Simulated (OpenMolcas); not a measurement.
Mn4+: the spin-orbit constant, Racah parameters, worked from levels

```json
{"Program": "OpenMolcas", "Basis": "ANO-RCC-VQZP [7s6p4d3f2g1h]", "Scalar Hamiltonian": "DKH2, point nucleus", "Active space": "3 electrons in 10 orbitals (3d 4d)", "State averaging": "2S+1 = 4 even, 10 roots; 2S+1 = 2 even, 40 roots", "Spin-orbit coupling": "state interaction with AMFI integrals over the reference wave functions, term energies averaged over their components"}
```

Methods: CASSCF; MS-CASPT2, IPEA 0.25 Eh, imaginary shift 0.1 Eh (closed shells correlated: 3s 3p). Measured levels: Corliss and Sugar, J. Phys. Chem. Ref. Data 6, 1253 (1977).

**The spin-orbit constant.** For the Hund term ⁴F of d3, E(J) = (A/2) J(J+1) + constant and ζ = 2S·A = 3A. From J = 3/2 to J = 9/2 the energy changes by 10.5 A.

```csv
Source,E(9/2) - E(3/2),A,ζ
CASSCF,1471.3,140.1,420
MS-CASPT2,1472.9,140.3,421
measured,1412.2,134.5,403
```

All in cm-1. MS-CASPT2 is off by +4.3 % and CASSCF by +4.2 %. Both methods take the spin-orbit matrix elements from the reference wave functions, so the second can move ζ only through the term energies and any multistate remixing. Second-order mixing with other terms is absorbed into this ζ.

**Racah parameters.** Above ⁴F, d3 has ⁴P at 15B, ²G at 4B + 3C and ²H at 9B + 3C. The first two fix B and C, and the third tests them; where it misses by thousands of cm-1, two parameters do not describe the configuration (Trees and configuration-interaction terms are left out) and B and C hang on the terms chosen. Term energies are centres of gravity, weighted by 2J + 1.

```
   Source     ⁴P     ²G     B     C   C/B  ²H from B, C  ²H found
   CASSCF  19690  19995  1313  4915  3.74         26562     26538
MS-CASPT2  16637  17522  1109  4362  3.93         23067     24833
 measured  15975  17354  1065  4365  4.10         22680     24351
```

Energies in cm-1. From CASSCF to MS-CASPT2, B changes by -15.5 % and C by -11.3 %. Against the measured terms, MS-CASPT2 has B off by +4.1 % and C by -0.1 %.

Term energies are means over components that CASPT2 splits; among the terms shown or strongly mixed into the levels shown the widest spread is 1100 cm-1 (3d³ ⁴F, MS-CASPT2). Active for correlation alone: 4d; no level in the range computed is led by a configuration that fills it, so any true level of that kind is missing. Without dynamic correlation excited terms often stand tens of per cent too high (terms of higher spin than the ground term too low), and those without a measured partner can miss by more than the paired ones (holds for CASSCF). Measured partners are found by configuration, term and J. A level has none where our copy of the source lacks it or the pairing is in doubt (some pairs that miss far off the trend of their configuration count as doubtful), and it then counts in no deviation. Levels of configurations outside the active space are missing.
